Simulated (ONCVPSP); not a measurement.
# What the settings do to the ONCV potential of B

Base potential:

* Element: B
* Generator: ONCVPSP 4.0.1
* Type: optimised norm-conserving Vanderbilt (ONCV)
* Functional: PBE
* Relativity: scalar-relativistic
* Frozen core: [He]
* Valence charge: 3
* Reference configuration: 2s1 (charge +2)
* Partial waves: 2s: rc 1.15 bohr, ncon 3, nbas 7, qcut 5 1/bohr, 2 projectors, debl 2 Ha; p scattering state at 0.05 Ha: rc 0.90 bohr, ncon 5, nbas 8, qcut 10.5 1/bohr, 2 projectors, debl 1.2 Ha; d scattering state at 0.37 Ha: rc 0.90 bohr, ncon 3, nbas 6, qcut 11.6 1/bohr, local
* Local potential: the d channel
* Core correction: none

All-electron outer shells of the reference configuration (PBE, scalar-relativistic, ld1.x):

| shell | level (eV) | outermost node (bohr) | outermost maximum (bohr) |
| --- | --- | --- | --- |
| 1s | -211.18 | – | 0.21 |
| 2s | -31.48 | 0.45 | 1.37 |

Cutoffs, loose and tight: the cutoffs (Ha) at which the residual kinetic energy of the hardest occupied pseudo-wave falls to 1 and 0.1 mHa per electron. They do not see the model core or the augmentation charge, which bear on the density cutoff. Test errors are all-electron minus pseudo excitation energies from the reference, over the configurations 2s2 2p1; 2s2; 2s2 2p0.5; 2s1 2p1. A dash means not determined; rows that change the core or the reference have their own tests.

```tsv
change	outcome	cutoff, loose	cutoff, tight	bound ghosts	GHOST(+) flags above zero	largest test error (meV)
base	generated	13 Ha	51 Ha	none	none	+131
d: nproj 1; local potential polynomial inside 0.65 bohr (lpopt 5, dvloc0 0 Ha)	generated	13 Ha	51 Ha	none	none	+131
```

Question: What comes out with this change to the base: s: rc 1.56?

Answer: outcome: generated; cutoff, loose: 10 Ha; cutoff, tight: 16 Ha; bound ghosts: none; GHOST(+) flags above zero: none; largest test error (meV): +118.

Question: What comes out with this change to the base: all radii scaled by about 0.87 (s 1.00, p 0.78, d 0.78 bohr)?

Answer: outcome: generated; cutoff, loose: 13 Ha; cutoff, tight: 44 Ha; bound ghosts: none; GHOST(+) flags above zero: s, p; largest test error (meV): +132.

Question: What comes out with this change to the base: s: qcut 3.4?

Answer: outcome: generated; cutoff, loose: 60 Ha; cutoff, tight: 109 Ha; bound ghosts: none; GHOST(+) flags above zero: none; largest test error (meV): +121.
